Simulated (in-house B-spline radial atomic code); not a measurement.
Computed with a B-spline radial atomic code. Model: two electrons, singlet ground state, non-relativistic, full CI in B-splines with partial waves to l = 8 (at full coupling up to 3e-4 hartree above the limit, correlation up to 0.6 % small), density held at that of full coupling by Lieb maximisation.

Along the adiabatic connection the electron repulsion is scaled by a coupling λ while a local potential keeps the density fixed. At λ = 0 the system is the Kohn-Sham one and W equals the exchange energy; the exchange-correlation energy is the area under W between 0 and 1. The kinetic energy rises with λ as the electrons avoid each other, with dT/dλ = −λ dW/dλ.

Command:
```bash
python run_ac.py task.json out
```
Settings (lengths in bohr, energies in hartree):
```
potential              gauss
strength               12.2
lmax                   8
second                 5.65
```

Time taken, with all properties: 44 s on 1 thread of Intel(R) Xeon(R) Processor @ 2.30GHz (shared host).

**W = mean repulsion less Hartree energy, and W of three functionals.**

Given: confinement Gaussian well; well depth 12.2 hartree; well width 5.65 bohr; external potential -V exp(-r^2/w^2).

Computed: LDA exchange minus exact 98.029 millihartree; SCAN exchange minus exact 1.9551 millihartree.

```json
{"coupling": "0", "W xc (hartree)": "-0.67765", "W xc minus exchange (millihartree)": "0", "kinetic minus Kohn-Sham (millihartree)": "0", "LDA (PW92) W minus its exchange (millihartree)": "0", "PBE W minus its exchange (millihartree)": "0", "SCAN W minus its exchange (millihartree)": "0"}
{"coupling": "0.02", "W xc (hartree)": "-0.67964", "W xc minus exchange (millihartree)": "-1.987", "kinetic minus Kohn-Sham (millihartree)": "0.02", "LDA (PW92) W minus its exchange (millihartree)": "-11.05", "PBE W minus its exchange (millihartree)": "-3.26", "SCAN W minus its exchange (millihartree)": "-1.89"}
{"coupling": "0.05", "W xc (hartree)": "-0.68257", "W xc minus exchange (millihartree)": "-4.916", "kinetic minus Kohn-Sham (millihartree)": "0.12", "LDA (PW92) W minus its exchange (millihartree)": "-22.26", "PBE W minus its exchange (millihartree)": "-7.86", "SCAN W minus its exchange (millihartree)": "-4.64"}
{"coupling": "0.12", "W xc (hartree)": "?", "W xc minus exchange (millihartree)": "?", "kinetic minus Kohn-Sham (millihartree)": "?", "LDA (PW92) W minus its exchange (millihartree)": "?", "PBE W minus its exchange (millihartree)": "?", "SCAN W minus its exchange (millihartree)": "?"}
{"coupling": "0.25", "W xc (hartree)": "?", "W xc minus exchange (millihartree)": "?", "kinetic minus Kohn-Sham (millihartree)": "?", "LDA (PW92) W minus its exchange (millihartree)": "?", "PBE W minus its exchange (millihartree)": "?", "SCAN W minus its exchange (millihartree)": "?"}
{"coupling": "0.4", "W xc (hartree)": "-0.71264", "W xc minus exchange (millihartree)": "-34.991", "kinetic minus Kohn-Sham (millihartree)": "6.68", "LDA (PW92) W minus its exchange (millihartree)": "-91.5", "PBE W minus its exchange (millihartree)": "-49", "SCAN W minus its exchange (millihartree)": "-32.29"}
{"coupling": "0.6", "W xc (hartree)": "-0.72694", "W xc minus exchange (millihartree)": "-49.29", "kinetic minus Kohn-Sham (millihartree)": "13.8", "LDA (PW92) W minus its exchange (millihartree)": "-115.98", "PBE W minus its exchange (millihartree)": "-66.72", "SCAN W minus its exchange (millihartree)": "-45.49"}
{"coupling": "0.8", "W xc (hartree)": "-0.73955", "W xc minus exchange (millihartree)": "-61.892", "kinetic minus Kohn-Sham (millihartree)": "22.6", "LDA (PW92) W minus its exchange (millihartree)": "-135.86", "PBE W minus its exchange (millihartree)": "-81.93", "SCAN W minus its exchange (millihartree)": "-57.29"}
{"coupling": "1", "W xc (hartree)": "-0.75071", "W xc minus exchange (millihartree)": "-73.057", "kinetic minus Kohn-Sham (millihartree)": "32.62", "LDA (PW92) W minus its exchange (millihartree)": "-152.64", "PBE W minus its exchange (millihartree)": "-95.25", "SCAN W minus its exchange (millihartree)": "-67.92"}
{"coupling": "1.4", "W xc (hartree)": "-0.76956", "W xc minus exchange (millihartree)": "-91.903", "kinetic minus Kohn-Sham (millihartree)": "55.1", "LDA (PW92) W minus its exchange (millihartree)": "-179.93", "PBE W minus its exchange (millihartree)": "-117.68", "SCAN W minus its exchange (millihartree)": "-86.34"}
{"coupling": "2", "W xc (hartree)": "-0.79138", "W xc minus exchange (millihartree)": "-113.73", "kinetic minus Kohn-Sham (millihartree)": "91.88", "LDA (PW92) W minus its exchange (millihartree)": "-210.81", "PBE W minus its exchange (millihartree)": "-144.03", "SCAN W minus its exchange (millihartree)": "-108.57"}
{"coupling": "3", "W xc (hartree)": "-0.81689", "W xc minus exchange (millihartree)": "-139.23", "kinetic minus Kohn-Sham (millihartree)": "154.76", "LDA (PW92) W minus its exchange (millihartree)": "-247.16", "PBE W minus its exchange (millihartree)": "-176.06", "SCAN W minus its exchange (millihartree)": "-135.98"}
{"coupling": "4.5", "W xc (hartree)": "-0.84131", "W xc minus exchange (millihartree)": "-163.66", "kinetic minus Kohn-Sham (millihartree)": "244.9", "LDA (PW92) W minus its exchange (millihartree)": "-283.34", "PBE W minus its exchange (millihartree)": "-208.77", "SCAN W minus its exchange (millihartree)": "-163.56"}
{"coupling": "7", "W xc (hartree)": "-0.86523", "W xc minus exchange (millihartree)": "-187.58", "kinetic minus Kohn-Sham (millihartree)": "379.57", "LDA (PW92) W minus its exchange (millihartree)": "-321.01", "PBE W minus its exchange (millihartree)": "-243.48", "SCAN W minus its exchange (millihartree)": "-191.04"}
{"coupling": "10", "W xc (hartree)": "-0.88209", "W xc minus exchange (millihartree)": "-204.43", "kinetic minus Kohn-Sham (millihartree)": "520.75", "LDA (PW92) W minus its exchange (millihartree)": "-349.33", "PBE W minus its exchange (millihartree)": "-269.91", "SCAN W minus its exchange (millihartree)": "-209.72"}
```

(1) What belongs in the row 0.12?

(2) What belongs in the row 0.25?

(3) What is the PBE exchange minus exact?

**Energy parts, natural occupations and partial-wave weights.**

Computed: total energy -21.1738 hartree; exchange energy -0.67765 hartree; correlation energy -0.040435 hartree; kinetic part of the DFT correlation energy 0.032622 hartree; initial slope twice GL2 -0.10005 hartree; kinetic part over minus potential part 0.44653; Hartree energy 1.3553 hartree.

```
natural  occupation of the shell (electrons)
      s                               1.9672
      p                                    ?
      s                            0.0017051
      d                           0.00088372
      p                           0.00019697
      f                           0.00010546
```

(4) What belongs in the row p?

```json
{"wave": "s", "weight": "0.98448"}
{"wave": "p", "weight": "?"}
{"wave": "d", "weight": "0.00046164"}
{"wave": "f", "weight": "5.8118e-05"}
{"wave": "g", "weight": "1.2809e-05"}
```

(5) What belongs in the row p?

(6) What is the Lieb Oxford ratio E_xc over LDA exchange?

(7) What is the Kohn-Sham kinetic?

## Answers

(1) W xc (hartree): -0.68917; W xc minus exchange (millihartree): -11.519; kinetic minus Kohn-Sham (millihartree): 0.68; LDA (PW92) W minus its exchange (millihartree): -41.79; PBE W minus its exchange (millihartree): -17.66; SCAN W minus its exchange (millihartree): -10.75.

(2) W xc (hartree): -0.70062; W xc minus exchange (millihartree): -22.968; kinetic minus Kohn-Sham (millihartree): 2.79; LDA (PW92) W minus its exchange (millihartree): -68.27; PBE W minus its exchange (millihartree): -33.44; SCAN W minus its exchange (millihartree): -21.27.

(3) 28.894 millihartree.

(4) occupation of the shell (electrons): 0.029748.

(5) weight: 0.014978.

(6) 1.2389.

(7) 1.0888 hartree.

Half-way to full coupling W has made 58 % of its drop, against 50 % for a straight line, and second-order (GL2) theory, half the initial slope, overshoots the correlation energy by about 24 %: a moderate bend, as in light atoms. Over couplings 0 to 1 the errors in E_xc come to about +42 millihartree for LDA, +14 millihartree for PBE, +5.0 millihartree for SCAN, so SCAN is nearest. In LDA and PBE the errors of exchange and correlation have opposite signs, so the sum is smaller than the larger of the two.
